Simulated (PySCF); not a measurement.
Species: `O1[C@@H]2CC[C@H]([C@@H]21)CC#N`. The columns A, B, C and D hold Mulliken, IAO, Hirshfeld and ESP-fitted charges (e) of one PBE0/pcSseg-1 density (PySCF), in a shuffled order. Coordinates in Å (GFN2-xTB); the density's dipole moment is (0.13, -1.00, 2.45) D.

```csv
atom,x,y,z,A,B,C,D
N1,2.117,0.146,-2.351,-0.229,-0.251,-0.507,-0.243
C2,2.040,0.206,-1.212,+0.089,+0.136,+0.499,+0.028
C3,1.935,0.283,0.223,-0.039,-0.299,-0.672,-0.130
C4,0.476,0.174,0.682,-0.019,-0.119,+0.286,-0.244
C5,-0.174,-1.174,0.304,-0.067,-0.262,-0.256,-0.186
C6,-1.660,-0.882,0.030,-0.071,-0.284,-0.176,-0.124
C7,-1.692,0.587,-0.352,+0.026,+0.058,+0.088,-0.007
O8,-1.605,1.471,0.732,-0.160,-0.402,-0.323,-0.394
C9,-0.426,1.213,0.026,+0.017,+0.045,-0.075,+0.058
H10,2.362,1.235,0.549,+0.068,+0.180,+0.227,+0.173
H11,2.525,-0.529,0.658,+0.070,+0.181,+0.218,+0.173
H12,0.440,0.317,1.767,+0.045,+0.150,+0.061,+0.143
H13,-0.043,-1.923,1.084,+0.041,+0.139,+0.082,+0.124
H14,0.294,-1.547,-0.610,+0.036,+0.139,+0.122,+0.140
H15,-2.261,-1.039,0.926,+0.042,+0.149,+0.106,+0.132
H16,-2.053,-1.504,-0.771,+0.049,+0.149,+0.088,+0.129
H17,-2.292,0.922,-1.189,+0.054,+0.148,+0.098,+0.114
H18,0.009,2.050,-0.508,+0.049,+0.144,+0.133,+0.116
```

Problem. Which column most likely holds the ESP-fitted charges?

Solution. C. Σ q r misses the density's dipole by 0.04 D (C), 0.84 D (A), 1.70 D (B), 2.03 D (D). Charges fitted to the outside potential are the only set here that is tied to the molecule's multipoles.

Problem. And the Hirshfeld charges?

Solution. A. The mean sizes are 0.065 e (A), 0.148 e (D), 0.180 e (B), 0.223 e (C), and Hirshfeld charges are commonly the smallest of these schemes.

As computed, A = Hirshfeld, B = IAO, C = ESP-fitted, D = Mulliken. Hydrogens on carbon: Hirshfeld +0.04 to +0.07, IAO +0.14 to +0.18, ESP-fitted +0.06 to +0.23, Mulliken +0.11 to +0.17 e.

The Hirshfeld scheme divides the density at each point in proportion to the densities of the neutral, spherically averaged free atoms. The ESP scheme is a least-squares fit of atom-centred charges to the potential on four shells outside the van der Waals surface, with the total charge fixed.

Isolated species at its GFN2-xTB geometry (one conformer only).

These values come from a run that also computed NMR shieldings. Time: 34 s. Hardware: one thread of an x86-64 server (shared host).
